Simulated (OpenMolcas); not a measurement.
## S2+: CASPT2 settings compared

- Program: OpenMolcas 26.06
- Basis: ANO-RCC-VQZP [6s5p3d2f1g]
- Scalar Hamiltonian: DKH3, point nucleus
- Active space: 2 electrons in 3 orbitals (3p)
- State averaging: 2S+1 = 3 even, 3 roots; 2S+1 = 1 even, 6 roots kept (CI in the orbitals of an earlier block)
- Spin-orbit coupling: RASSI with atomic mean-field integrals over the reference wave functions, term energies averaged over their components

Methods on the same reference wave functions:
A. CASSCF
B. SS-CASPT2, IPEA 0.1 Eh, sigma2 regulariser 0.25 Eh (closed shells correlated: 2s 2p 3s)
C. SS-CASPT2, IPEA 0.2 Eh, sigma2 regulariser 0.1 Eh (closed shells correlated: 2s 2p 3s)
D. SS-CASPT2, IPEA 0.1 Eh, sigma2 regulariser 0.15 Eh (closed shells correlated: 2s 2p 3s)

Energies in eV above 3s2 3p2 3P0, the measured ground level; measured values from NIST levels in Podobedova, Kelleher and Wiese, J. Phys. Chem. Ref. Data 38, 171 (2009).

| Level | A | B | C | D | Measured |
| --- | --- | --- | --- | --- | --- |
| 3s2 3p2 3P0 | 0.0000 | 0.0000 | 0.0000 | 0.0000 | 0.0000 |
| 3s2 3p2 3P1 | 0.0328 | 0.0333 | 0.0333 | 0.0333 | 0.0370 |
| 3s2 3p2 3P2 | 0.0936 | 0.0938 | 0.0938 | 0.0938 | 0.1033 |
| 3s2 3p2 1D2 | 1.7815 | 1.390 | 1.368 | 1.390 | 1.4038 |
| 3s2 3p2 1S0 | 4.3571 | 3.372 | 3.353 | 3.372 | 3.3675 |

Deviations, from unrounded energies. A percentage is the sum of absolute deviations over the sum of measured energies, with the sign that they share, or ± where signs differ.

```csv
Against measurement,Levels,A,B,C,D
mean absolute deviation (cm-1),4,2800,64,130,64
fine structure of the ground term (%),2,-9.9,-9.4,-9.4,-9.4
other terms of the ground configuration (%),2,+28.7,±0.4,-1.0,±0.4
```

B, D lie about equally close to measurement and A furthest from it. The largest miss of B in the table is 3s2 3p2 1D2, by -110 cm-1. The ranking rests on the paired levels alone, and a cruder setting can come out closer through cancelling errors.

Among B to D the level of the table that moves most is 3s2 3p2 1D2, by 170 cm-1 (lowest in C, highest in B). Moves below CASPT2's spread within the term are not significant.

The mean deviations of B to D differ by less than CASPT2's widest spread within a term (83 cm-1), so their order carries little weight.

From A to B the spin-free energies of the other terms of 3s2 3p2 shown, above 3P, scale by a factor of 0.77.

The lowest spin-free term lies below A's lowest term by 0.126 hartree in B, 0.123 hartree in C, 0.126 hartree in D.

CASPT2 breaks the degeneracy within a term, and the mean is taken; among the terms shown or strongly mixed into the levels shown the widest spread is 83 cm-1 (3s2 3p2 1D, C). Terms from blocks run as CI alone lack orbitals of their own. With the s shell closed, the reference lacks s² → p² mixing. Measured partners are found by configuration, term and J. A level has none where our copy of the source lacks it or the pairing is in doubt (some pairs that miss far off the trend of their configuration count as doubtful), and it then counts in no deviation. Only configurations of the active space appear.
